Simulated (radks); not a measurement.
Results of a calculation; reference values are marked as such.
Q: Ionisation of neutral hafnium, [Xe] 4f14 5d2 6s2, to [Xe] 4f14 5d1 6s2 as the strength of local exchange is varied. Code: a radial shooting solver on a logarithmic mesh with Libxc functionals. Model: scalar-relativistic Kohn-Sham, Slater X-alpha exchange (alpha = 2/3 is LDA exchange), no correlation, spin-polarised, spherical densities, finite nucleus; open shells are filled with parallel spins first (spin-orbit coupling, left out, can overturn this in heavy ions); Fermi nuclear charge, rms radius 5.347 fm.

alpha  E(Hf) (hartree)  exchange (hartree)  IE (eV)  -e of the level emptied (eV)  <r> of it (bohr)
0.655      -15054.6743           -285.8965    5.937                    2.297 (5d)             2.531
0.665      -15059.0602           -290.3546    6.040                    2.381 (5d)             2.517
0.667      -15059.9376           -291.2466    6.061                    2.398 (5d)             2.514
0.691      -15070.4701           -301.9588    6.312                    2.603 (5d)             2.481
0.771      -15105.6371           -337.7810    7.182                    3.329 (5d)             2.381
0.963      -15190.4043           -424.4749    9.464                    5.307 (5d)             2.191
0.966      -15191.7329           -425.8375    9.502                    5.341 (5d)             2.188
?          -15087.1632           -318.9523    6.719                    2.940 (5d)             2.431

Which alpha was used in the last row?

A: alpha = 0.729. NIST Atomic Spectra Database: 6.825 eV (measured). The Delta-SCF value meets it near alpha = 0.74. Open shells are spherical and high-spin; term and fine-structure splittings are not resolved. Spin-orbit splitting is averaged out at the scalar-relativistic level.
